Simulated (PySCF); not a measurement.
A structure optimised at PBE-D3(BJ)/def2-SVP, used in a PySCF frequency run:

```xyz
13

C      0.4092    -2.6816     0.0000
C      0.7562    -1.3741     0.0000
C     -0.2035    -0.2875     0.0000
F     -1.5043    -0.6553     0.0000
C      0.0747     1.0470     0.0000
C      1.4020     1.7184     0.0000
F     -0.9645     1.9076     0.0000
H     -0.6476    -2.9867     0.0000
H      1.1750    -3.4701     0.0000
H      1.8193    -1.0880     0.0000
H      2.2375     0.9970     0.0000
H      1.5018     2.3717    -0.8929
H      1.5018     2.3717     0.8929
```
Charge 0, spin multiplicity 1.

Q: Write its SMILES, formula and point group.

A: C=C/C(F)=C(\C)F, C5H6F2, Cs

Q: What are its rotational constants (standard atomic weights)?

A: 4.6401, 1.8556, 1.3368 GHz
